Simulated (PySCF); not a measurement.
Write Cartesian coordinates for `Clc1cccc2[nH]ccc12` (4-chloroindole) as optimised with PBE0-D3(BJ)/def2-SVP.

```xyz
16
C8H6ClN angstrom
Cl    -0.764    3.396    0.249
C     -0.880    1.669    0.159
C     -2.117    1.053    0.064
C     -2.206   -0.350   -0.009
C     -1.074   -1.152    0.013
C      0.166   -0.514    0.108
N      1.436   -1.030    0.150
C      2.347   -0.006    0.246
C      1.691    1.197    0.270
C      0.295    0.899    0.183
H     -3.020    1.665    0.046
H     -3.193   -0.812   -0.083
H     -1.153   -2.240   -0.044
H      1.665   -2.012    0.114
H      3.414   -0.217    0.291
H      2.141    2.184    0.341
```

Any rigid rotation of these coordinates is as good. Atoms count from 1 in this order. The 6-membered ring C2–C3–C4–C5–C6–C10 has internal angles of 117.4° to 122.5°; it is planar, 0.00 Å rms from its mean plane, widest ring torsion 0°. The 5-membered ring C6–N7–C8–C9–C10 has internal angles of 106.5° to 109.7° (sum 540°, against 540° for a flat polygon); it is planar, 0.00 Å rms from its mean plane, widest ring torsion 0°. The 10 heavy atoms lie in one plane (0.000 Å rms). N7 (pyrrole-type nitrogen) is planar (angles 125.3°, 125.1° and 109.7°, sum 360.0°, 0.00 Å off the plane of its three neighbours).

Bonds between heavy atoms (Å): Cl1–C2 1.733, C2–C3 1.386, C3–C4 1.407, C4–C5 1.387, C5–C6 1.399, C6–N7 1.371, N7–C8 1.374, C8–C9 1.371, C9–C10 1.430, C2–C10 1.404, C6–C10 1.421.

Computed with PySCF, PBE0-D3(BJ)/def2-SVP geometry optimisation, gas phase.

Point group: Cs (every atom within 0.08 Å of its image). PBE0-D3(BJ)/def2-SVP frequencies: not computed here.

The run took about 4 min of CPU time (one thread, shared machine). These figures are those of the optimisation.
